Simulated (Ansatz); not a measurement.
C3H7N, SMILES `C=CNC` (C–C–N–C torsion 152°) (charge 0, multiplicity 1).

The numbers are results of frozen-core CCSD(T)/6-31g // PBE0-D3(BJ)/def2-TZVP in Ansatz (a quantum-chemistry and plane-wave program), not measurements.

Ansatz 0.2 input:
```yaml
crystal:
  periodic: [false, false, false]
  atoms:
    - { symbol: C, position_ang: [-1.134962, -0.701301, -1.483049] }
    - { symbol: C, position_ang: [-0.512917, -0.575316, -0.309404] }
    - { symbol: N, position_ang: [0.655143, 0.107102, -0.061812] }
    - { symbol: C, position_ang: [0.87707, 0.672696, 1.245879] }
    - { symbol: H, position_ang: [-0.779369, -0.204432, -2.379173] }
    - { symbol: H, position_ang: [-2.00712, -1.33274, -1.57078] }
    - { symbol: H, position_ang: [-0.90555, -1.083872, 0.568296] }
    - { symbol: H, position_ang: [0.963139, 0.688747, -0.825772] }
    - { symbol: H, position_ang: [0.695685, -0.091753, 2.004768] }
    - { symbol: H, position_ang: [0.231318, 1.533004, 1.472143] }
    - { symbol: H, position_ang: [1.917564, 0.98787, 1.338907] }
basis:
  gaussian: { orbitals: "6-31g" }
correlation:
  method: ccsd_t
```

Output:

```
Functional definition: HF
737 factors; integrals over basis functions are off by at most 2.4e-4 eV
mean field evaluation 1: about -4679.0159 eV, gradient 2.5e1 eV
mean field evaluation 2: about -4679.0180 eV, gradient 2.5e1 eV
mean field evaluation 4: about -4680.8758 eV, gradient 2.5e0 eV
mean field evaluation 8: about -4680.8966 eV, gradient 2.6e-5 eV
mean field evaluation 16: about -4680.8758 eV, gradient 2.5e0 eV
mean field -4680.89623114 eV, -172.0197636689 hartree, gradient 2.4e-6 eV, S^2 0.000000; 1 other end points of the search recorded, 0 dependent functions left out
4 core orbitals not correlated
reference -4680.89623114 eV, -172.0197636689 hartree; 12, 12 occupied and 34, 34 virtual orbitals, 737 factors
second order -10.20857766 eV of doubles, -0.00000000 eV of singles
cycle   1  -10.86496687 eV  change   -6.6e-1 eV  update   8.4e-2
cycle   2  -11.26995953 eV  change   -4.0e-1 eV  update   3.0e-2
cycle   3  -11.37298941 eV  change   -1.0e-1 eV  update   1.3e-2
cycle   4  -11.37647841 eV  change   -3.5e-3 eV  update   3.6e-3
cycle   5  -11.37624027 eV  change    2.4e-4 eV  update   1.1e-3
cycle   6  -11.37591019 eV  change    3.3e-4 eV  update   3.1e-4
cycle   7  -11.37580859 eV  change    1.0e-4 eV  update   8.9e-5
cycle   8  -11.37581730 eV  change   -8.7e-6 eV  update   3.5e-5
cycle   9  -11.37581372 eV  change    3.6e-6 eV  update   1.3e-5
perturbative correction -0.29282034 eV, -0.0107609491 hartree
Total energy: -4692.56486520 eV, -172.4485780614 hartree
```
